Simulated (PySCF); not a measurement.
# Atomic charges against the basis set

Compound: C4H6BN.
SMILES with atom numbers: `[CH:1]#[C:2]/[CH:3]=[CH:4]\[BH:5][NH2:6]` (hydrogens: H7 on C1; H8 on C3; H9 on C4; H10 on B5; H11, H12 on N6)

PBE0 throughout (PySCF), one geometry, spherical d and f functions. The structure is a single PBE0-D3(BJ)/def2-SVP conformer in the gas phase; no vibrational or solvent corrections. The first 7 of 11 kinds of atom are listed.

Mulliken charges (e):

```csv
basis,functions,C1,C2,C3,C4,B5,N6,H7
STO-3G,36,-0.142,-0.043,-0.095,-0.158,+0.224,-0.450,+0.122
6-31G,66,-0.450,+0.027,-0.142,-0.262,+0.404,-0.833,+0.287
pcSseg-0,66,-0.314,-0.141,-0.137,-0.565,+0.544,-0.831,+0.285
6-31G*,96,-0.497,+0.256,-0.269,-0.226,+0.230,-0.771,+0.245
cc-pVDZ,114,-0.411,+0.381,-0.124,-0.017,-0.063,+0.001,+0.013
def2-SVP,114,-0.373,+0.264,-0.079,-0.045,-0.069,-0.093,+0.052
aug-cc-pVDZ,192,+0.950,-0.496,+0.856,+0.371,-0.340,-0.012,-0.639
"6-311+G(2d,p)",198,-0.975,+1.091,-0.472,-0.222,+0.320,-0.647,+0.163
def2-TZVP,222,-0.129,-0.004,-0.232,-0.187,+0.077,-0.441,+0.184
cc-pVTZ,264,-0.273,+0.078,-0.108,-0.189,0.000,-0.214,+0.153
IGLO-III,270,-0.187,-0.051,-0.066,-0.275,+0.371,-0.505,+0.159
```

IAO charges (e):

```tsv
basis	functions	C1	C2	C3	C4	B5	N6	H7
STO-3G	36	-0.166	-0.047	-0.148	-0.225	+0.115	-0.431	+0.162
6-31G	66	-0.239	-0.023	-0.142	-0.242	+0.093	-0.518	+0.205
pcSseg-0	66	-0.226	-0.025	-0.143	-0.234	+0.069	-0.475	+0.196
6-31G*	96	-0.234	-0.023	-0.136	-0.242	+0.109	-0.515	+0.200
cc-pVDZ	114	-0.242	-0.021	-0.138	-0.242	+0.086	-0.503	+0.203
def2-SVP	114	-0.234	-0.020	-0.135	-0.237	+0.086	-0.493	+0.197
aug-cc-pVDZ	192	-0.248	-0.020	-0.139	-0.249	+0.093	-0.531	+0.209
6-311+G(2d,p)	198	-0.248	-0.019	-0.139	-0.250	+0.097	-0.534	+0.209
def2-TZVP	222	-0.248	-0.019	-0.138	-0.251	+0.098	-0.532	+0.208
cc-pVTZ	264	-0.248	-0.019	-0.138	-0.250	+0.097	-0.530	+0.208
IGLO-III	270	-0.249	-0.020	-0.139	-0.251	+0.097	-0.536	+0.209
```

Hirshfeld charges (e):

```csv
basis,functions,C1,C2,C3,C4,B5,N6,H7
STO-3G,36,-0.095,-0.049,-0.004,-0.069,+0.107,-0.169,+0.079
6-31G,66,-0.108,-0.030,-0.021,-0.090,+0.098,-0.213,+0.100
pcSseg-0,66,-0.099,-0.028,-0.019,-0.092,+0.097,-0.209,+0.097
6-31G*,96,-0.108,-0.032,-0.022,-0.090,+0.097,-0.214,+0.101
cc-pVDZ,114,-0.105,-0.030,-0.023,-0.096,+0.101,-0.213,+0.097
def2-SVP,114,-0.103,-0.027,-0.025,-0.097,+0.103,-0.218,+0.096
aug-cc-pVDZ,192,-0.099,-0.031,-0.032,-0.102,+0.119,-0.233,+0.098
"6-311+G(2d,p)",198,-0.099,-0.034,-0.031,-0.102,+0.119,-0.231,+0.098
def2-TZVP,222,-0.101,-0.031,-0.029,-0.101,+0.116,-0.232,+0.098
cc-pVTZ,264,-0.102,-0.029,-0.028,-0.100,+0.115,-0.231,+0.097
IGLO-III,270,-0.100,-0.030,-0.031,-0.101,+0.119,-0.235,+0.098
```

Task: Which scheme is steadiest as the basis changes?

Result: Largest range over the bases for any column: Hirshfeld 0.07 e, IAO 0.10 e, Mulliken 1.93 e. Hirshfeld charges move least and Mulliken charges most, counted in e. Without the minimal STO-3G basis the ranges are Hirshfeld 0.03, IAO 0.06, Mulliken 1.93 e.

Task: How much do the charges still move between the two largest bases, cc-pVTZ and IGLO-III?

Result: At most, over all atoms: Mulliken 0.371 e, IAO 0.006 e, Hirshfeld 0.004 e.

Task: What do the same runs give for the total energy, the frontier levels and the dipole moment?

Result: 
| basis | energy (Eh) | HOMO (eV) | LUMO (eV) | μ (D) |
| --- | --- | --- | --- | --- |
| STO-3G | -232.3829 | -4.98 | 1.41 | 1.77 |
| 6-31G | -235.2453 | -6.85 | -1.22 | 1.60 |
| pcSseg-0 | -234.7931 | -7.15 | -1.47 | 1.72 |
| 6-31G* | -235.2885 | -6.81 | -1.25 | 1.59 |
| cc-pVDZ | -235.3139 | -6.96 | -1.44 | 1.59 |
| def2-SVP | -235.1300 | -7.04 | -1.51 | 1.61 |
| aug-cc-pVDZ | -235.3280 | -7.14 | -1.70 | 1.37 |
| 6-311+G(2d,p) | -235.3675 | -7.15 | -1.71 | 1.37 |
| def2-TZVP | -235.3857 | -7.14 | -1.66 | 1.40 |
| cc-pVTZ | -235.3813 | -7.11 | -1.62 | 1.44 |
| IGLO-III | -235.3919 | -7.15 | -1.71 | 1.38 |

The dipole is fixed by the density alone, so its range of 0.40 D shows that the density itself changes with the basis, not only its division among atoms.
